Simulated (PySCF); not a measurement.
# Basis and Hamiltonian dependence of the ionisation energy of As²⁺

As²⁺ [Ar] 3d10 4s2 4p1 (2P) → As³⁺ [Ar] 3d10 4s2 (1S). All values are computed (PySCF 2.14, energy differences of UHF-based or UKS calculations, no spin-orbit coupling). Values in eV.

```json
{"basis": "cc-pVDZ-DK", "Hamiltonian": "spin-free X2C", "functions": "27", "UHF": "27.461", "r2SCAN": "28.342", "PBE0": "n/a", "MP2 (valence)": "27.611", "CCSD(T) (valence)": "27.697", "CCSD(T) (valence and next inner shell)": "n/a"}
{"basis": "cc-pVTZ-DK", "Hamiltonian": "spin-free X2C", "functions": "43", "UHF": "27.487", "r2SCAN": "28.311", "PBE0": "28.115", "MP2 (valence)": "27.744", "CCSD(T) (valence)": "27.843", "CCSD(T) (valence and next inner shell)": "n/a"}
{"basis": "ANO-RCC-VTZP", "Hamiltonian": "spin-free X2C", "functions": "43", "UHF": "27.482", "r2SCAN": "28.304", "PBE0": "28.106", "MP2 (valence)": "27.728", "CCSD(T) (valence)": "27.827", "CCSD(T) (valence and next inner shell)": "27.914"}
{"basis": "x2c-TZVPall", "Hamiltonian": "spin-free X2C", "functions": "48", "UHF": "27.391", "r2SCAN": "n/a", "PBE0": "28.042", "MP2 (valence)": "27.653", "CCSD(T) (valence)": "27.758", "CCSD(T) (valence and next inner shell)": "n/a"}
{"basis": "def2-TZVPPD", "Hamiltonian": "non-relativistic", "functions": "54", "UHF": "27.422", "r2SCAN": "28.263", "PBE0": "28.078", "MP2 (valence)": "27.681", "CCSD(T) (valence)": "27.782", "CCSD(T) (valence and next inner shell)": "27.876"}
{"basis": "aug-cc-pVTZ-PP with ECP10MDF", "Hamiltonian": "ECP", "functions": "55", "UHF": "27.481", "r2SCAN": "28.262", "PBE0": "28.032", "MP2 (valence)": "27.742", "CCSD(T) (valence)": "27.842", "CCSD(T) (valence and next inner shell)": "n/a"}
{"basis": "x2c-TZVPPall with one added diffuse shell each of s, p, d type", "Hamiltonian": "spin-free X2C", "functions": "57", "UHF": "27.402", "r2SCAN": "28.241", "PBE0": "28.053", "MP2 (valence)": "27.665", "CCSD(T) (valence)": "27.771", "CCSD(T) (valence and next inner shell)": "27.880"}
{"basis": "aug-cc-pVTZ-DK", "Hamiltonian": "spin-free X2C", "functions": "59", "UHF": "27.487", "r2SCAN": "28.311", "PBE0": "28.115", "MP2 (valence)": "27.746", "CCSD(T) (valence)": "27.844", "CCSD(T) (valence and next inner shell)": "n/a"}
{"basis": "dyall-av2z", "Hamiltonian": "non-relativistic", "functions": "92", "UHF": "27.373", "r2SCAN": "28.206", "PBE0": "28.022", "MP2 (valence)": "27.554", "CCSD(T) (valence)": "27.659", "CCSD(T) (valence and next inner shell)": "n/a"}
{"basis": "aug-cc-pVQZ-DK", "Hamiltonian": "spin-free X2C", "functions": "93", "UHF": "27.487", "r2SCAN": "28.310", "PBE0": "28.111", "MP2 (valence)": "27.776", "CCSD(T) (valence)": "27.866", "CCSD(T) (valence and next inner shell)": "n/a"}
{"basis": "def2-QZVPPD", "Hamiltonian": "non-relativistic", "functions": "95", "UHF": "27.457", "r2SCAN": "28.292", "PBE0": "28.093", "MP2 (valence)": "27.746", "CCSD(T) (valence)": "27.837", "CCSD(T) (valence and next inner shell)": "n/a"}
{"basis": "aug-cc-pwCVTZ-PP with ECP10MDF", "Hamiltonian": "ECP", "functions": "96", "UHF": "27.490", "r2SCAN": "28.280", "PBE0": "28.043", "MP2 (valence)": "27.762", "CCSD(T) (valence)": "27.861", "CCSD(T) (valence and next inner shell)": "n/a"}
{"basis": "x2c-QZVPPall with one added diffuse shell each of s, p, d, f type", "Hamiltonian": "spin-free X2C", "functions": "113", "UHF": "27.491", "r2SCAN": "28.325", "PBE0": "28.120", "MP2 (valence)": "27.782", "CCSD(T) (valence)": "n/a", "CCSD(T) (valence and next inner shell)": "n/a"}
```

Problem. Estimate the row for x2c-TZVPPall (spin-free X2C, 48 functions).

Solution. From the rows with the same Hamiltonian and similar size; the calculation gives UHF 27.39; r2SCAN 28.23; PBE0 28.04; MP2 (valence) 27.65; CCSD(T) (valence) 27.76; CCSD(T) (valence and next inner shell) 27.87 (eV).

Extrapolation of CCSD(T) (valence) from aug-cc-pVTZ-DK and aug-cc-pVQZ-DK: the correlation parts are 0.357 and 0.379 eV; with the X⁻³ form and unrounded values, (4³ × 0.379 − 3³ × 0.357)/(4³ − 3³) = 0.395 eV, and adding the Hartree-Fock value 27.487 eV of the larger basis gives 27.882 eV.

Frozen in the all-electron rows: valence: [Ar] 3d10; valence and next inner shell: [Ne]; with a core potential, the same shells as far as they lie outside it.

Non-relativistic rows lack the scalar-relativistic shift.

Between the lowest levels the reference is 28.349 ± 0.012 eV (measured; NIST Atomic Spectra Database, ionization energies); it includes spin-orbit coupling, which these numbers lack.
